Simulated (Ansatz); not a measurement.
The cluster Ba₁₃⁺, relaxed as a doublet with UKS PBE/def2-SVP in Ansatz, starting from packed atoms. Force threshold 0.03 eV/Å.

In the def2 sets Ba takes a core potential; there is no spin–orbit coupling. The structure comes from a short search, and lower isomers may exist.

Start:

```xyz
13

Ba    2.036    3.713    0.464
Ba    2.706   -0.504    3.503
Ba    1.372    1.336   -3.522
Ba   -0.778   -3.448    3.188
Ba    5.060    0.042   -0.880
Ba   -1.936    1.244    0.127
Ba   -3.944   -2.287    0.505
Ba   -2.219   -0.951   -3.503
Ba   -4.111    0.395    3.930
Ba    1.151   -1.951   -0.555
Ba   -0.649    2.911    3.967
Ba   -2.139    3.323   -3.665
Ba    3.450   -3.822   -3.560
```

Q: Estimate the energy that the relaxation releases and the steps that it takes.

A: 56.6 kcal/mol, in 30 steps; 6.6 min on 2 threads of AMD EPYC 7R13 on a shared host and a share (18 GiB) of an NVIDIA H100 80GB HBM3. The force fell under the threshold at step 21, but the optimiser went on and released 0.108 eV more. No frequencies were taken in this run, so the end may be a saddle point.

Q: Does the start keep its bonding and symmetry?

A: Bonds lost: Ba1–Ba5 (atoms count from 1). Bonds formed: Ba1–Ba9, Ba1–Ba12, Ba2–Ba3, Ba2–Ba6, Ba3–Ba13, Ba4–Ba6, Ba4–Ba11, Ba7–Ba12 (atoms count from 1). Metal–metal contacts that move far: Ba3–Ba12 4.04 to 5.01 Å, Ba5–Ba13 4.97 to 4.38 Å.

Q: Predict the relaxed structure.

A: 
```xyz
13

Ba    0.116    4.341    0.698
Ba    2.968    0.455    2.112
Ba    1.885    1.091   -2.295
Ba   -1.094   -1.993    3.766
Ba    5.375   -1.593   -1.160
Ba   -0.793    0.459    0.639
Ba   -3.802   -2.079   -0.014
Ba   -1.376   -1.499   -3.647
Ba   -4.069    1.902    2.326
Ba    1.113   -2.940   -0.344
Ba   -0.227    2.282    4.623
Ba   -2.963    2.330   -2.146
Ba    2.868   -2.755   -4.558
```
Bond lengths (bridged metal pairs left out): 41 × Ba–Ba 3.96 to 5.11 Å.
